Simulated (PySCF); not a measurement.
Worked example: chemical shift, span and skew from a shielding tensor

C₃H₇ClSi, SMILES [SiH2](/C=C/C)Cl. Atoms are numbered in the order given.

```xyz
12

C     -3.2209     0.5869    -0.5081
C     -1.9173    -0.1254    -0.3874
C     -0.8949     0.2311     0.4064
Si     0.6797    -0.7394     0.4796
Cl     2.2724     0.4043    -0.2129
H     -3.3925     0.9091    -1.5488
H     -3.2677     1.4712     0.1433
H     -4.0579    -0.0833    -0.2501
H     -1.8088    -1.0202    -1.0174
H     -1.0041     1.1298     1.0285
H      0.5565    -1.9446    -0.3892
H      1.0270    -1.1394     1.8731
```

The structure is a stationary point at PBE0-D3(BJ)/def2-SVP. The structure was generated by enumeration; whether it is a known compound was not checked. The values are those of a single conformer.

GIAO shieldings from PBE0/pcSseg-1 (PySCF), non-relativistic, no solvent. The symmetric part of the tensor of C3 has the principal values -56.1, 56.8, 157.6 ppm. The same nucleus in TMS has σ = 186.3 ppm at this level (PySCF, at its B3LYP-D3(BJ)/def2-TZVP geometry). Without spin–orbit terms, shifts of atoms bonded to Cl or Br come out too high.

**Question.** Work out the isotropic shielding, the ¹³C shift against TMS, the span and the skew.

**Answer.** 
σ(iso) = (σ11 + σ22 + σ33)/3 = 52.8 ppm. δ = σ(ref) − σ(iso) = 186.3 − (52.8) = 133.5 ppm.
Span Ω = σ33 − σ11 = 213.7 ppm. Skew κ = 3(σ(iso) − σ22)/Ω = -0.06. Tumbling in solution averages the tensor to δ; in a static solid the shielding alone would spread this spin-1/2 line over Ω.
